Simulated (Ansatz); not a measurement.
Ansatz (an electronic-structure program) input:

Ansatz 0.2 input:
```yaml
crystal:
  periodic: [false, false, false]
  atoms:
    - {symbol: C, position_ang: [-1.05383870, -0.15757489, -0.04585035]}
    - {symbol: C, position_ang: [0.26127344, 0.04391596, 0.00833707]}
    - {symbol: C, position_ang: [1.49656412, -0.21036200, -0.14130379]}
    - {symbol: F, position_ang: [2.55287324, 0.69216937, 0.23570583]}
    - {symbol: H, position_ang: [-1.65452132, 0.13464758, -0.90664731]}
    - {symbol: H, position_ang: [-1.60807315, -0.62054484, 0.76993002]}
basis:
  gaussian:
    orbitals: def2-TZVP
hamiltonian:
  xc: b3lyp
  dispersion: d3bj
total_charge: -1
relax: {f_tol: 0.002, max_steps: 150}
```

Task: Predict the final energy.

Result: -215.36461 Eh (B3LYP-D3(BJ)/def2-TZVP). The basis has 136 functions. The run takes roughly 60 core-seconds.

It need not be the lowest isomer of its formula. Whether it binds its extra electron was not tested at this geometry.
